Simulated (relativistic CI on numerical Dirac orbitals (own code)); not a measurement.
**What each ingredient does to the levels of Re LIII**

Base calculation: Dirac-Coulomb-Breit CI, separate exchange-only KLI orbitals for each configuration, model QED, unscaled Slater integrals.

CI space (outside the closed core [Ne]): 3s²3p⁶3d⁵, 3s²3p⁵3d⁶, 3s²3p⁴3d⁷, 3s3p⁶3d⁶, 3p⁶3d⁷, 3s3p⁵3d⁷, 3s²3p⁶3d⁴4s, 3s²3p⁶3d⁴4p, 3s²3p⁴3d⁶4s, 3s²3p⁶3d⁴4d, 3s²3p⁴3d⁶4p, 3s²3p⁵3d⁵4s, 3s²3p⁶3d⁴4f, 3s3p⁵3d⁶4s, 3s²3p⁵3d⁵4p, 3s3p⁵3d⁶4p, 3p⁶3d⁶4s, 3s²3p⁶3d³4s², 3p⁶3d⁶4p, 3s²3p⁶3d³4s4p, 3s²3p⁶3d⁴5s, 3p⁶3d⁵4s². Levels of other configurations are missing.

The lowest level and the first level of each name with at least 55 % of one term (blank where a level has no safe partner in the second run):

| Level | Base (eV) | Shift (eV) |
| --- | --- | --- |
| 3s²3p⁶3d⁵ ²D5/2 | 0.000 | 0.000 |
| 3s²3p⁶3d⁵ ²D3/2 | 108.100 | +0.010 |
| 3s²3p⁶3d⁵ ⁴G9/2 | 148.407 | +0.029 |
| 3s²3p⁶3d⁵ ²I13/2 | 151.790 | +0.030 |
| 3s²3p⁶3d⁵ ⁴D1/2 | 153.295 | +0.027 |
| 3s²3p⁶3d⁵ ²G7/2 | 163.860 | +0.027 |
| 3s²3p⁶3d⁵ ⁴F5/2 | 165.781 | +0.026 |
| 3s²3p⁶3d⁵ ²P3/2 | 197.887 | +0.018 |
| 3s²3p⁵3d⁶ ⁴H°13/2 | 461.038 | -0.124 |
| 3s²3p⁵3d⁶ ⁴I°15/2 | 469.880 | -0.124 |

At this charge energies of transitions that change n are usually good to better than 1 %, and those within a shell (Δn = 0) to a few per cent.

Q: One thing was changed in a second run, which moved the levels as shown. Which?
A. QED terms removed
B. Breit term removed
C. one mean potential for all configurations
D. P86 correlation estimate
E. configuration mixing switched off

A: C. One mean potential for all configurations. One potential for all configurations removes the relaxation of the orbitals, which moves whole configurations and changes the integrals a little.

LS names give the leading component of a level, which can be under half, so a name can repeat, a term be missing and a line seem to break the LS rules.
